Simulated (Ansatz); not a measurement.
Total energies of SnHMe2Et (C₄H₁₂Sn) from Ansatz at PBE-D4/def2-TZVP, gas phase (1 Eh = 27.2114 eV = 2625.5 kJ/mol). The reference geometry is relaxed at r2SCAN-D4/def2-SVP.

```csv
atom,x (Å),y (Å),z (Å)
Sn1,0.752,-0.244,-0.096
H2,2.116,0.676,-0.625
C3,0.627,-0.155,2.061
H4,1.539,-0.569,2.516
H5,-0.237,-0.740,2.413
H6,0.509,0.885,2.400
C7,0.988,-2.300,-0.723
H8,1.057,-2.365,-1.819
H9,0.125,-2.896,-0.389
H10,1.901,-2.732,-0.288
C11,-1.059,0.603,-0.951
C12,-1.309,2.051,-0.536
H13,-1.897,-0.047,-0.643
H14,-0.983,0.513,-2.049
H15,-2.237,2.452,-0.980
H16,-1.406,2.153,0.559
H17,-0.486,2.715,-0.851
```

```csv
state,geometry,energy (Eh)
charge 0 singlet,reference,-373.76409
charge 1 doublet,reference,-373.43554
free Sn atom (triplet),–,-214.24935
free H atom (doublet),–,-0.49962
free C atom (triplet),–,-37.79597
```

In the def2 sets Sn takes a core potential; there is no spin–orbit coupling.

**Question.** Work out the vertical ionisation energy to the doublet.

**Answer.** E(charge 1 doublet) − E(charge 0 singlet) = -373.43554 − (-373.76409) = 0.32855 Eh = 8.94 eV. For comparison, −ε of the highest occupied level is 6.20 eV at this level, 2.74 eV less.

**Question.** What is the binding energy per atom against free atoms?

**Answer.** Atoms: 1 × (-214.24935) + 12 × (-0.49962) + 4 × (-37.79597) = -371.42867 Eh. Binding: -371.42867 − (-373.76409) = 2.33542 Eh = 63.55 eV, or 3.74 eV for each of 17 atoms (no zero-point energy, no counterpoise term).

At PBE-D4/def2-TZVP the gap within one spin of the charge 1 doublet nearly closes, so an electron or hole may be smeared out by delocalisation error.
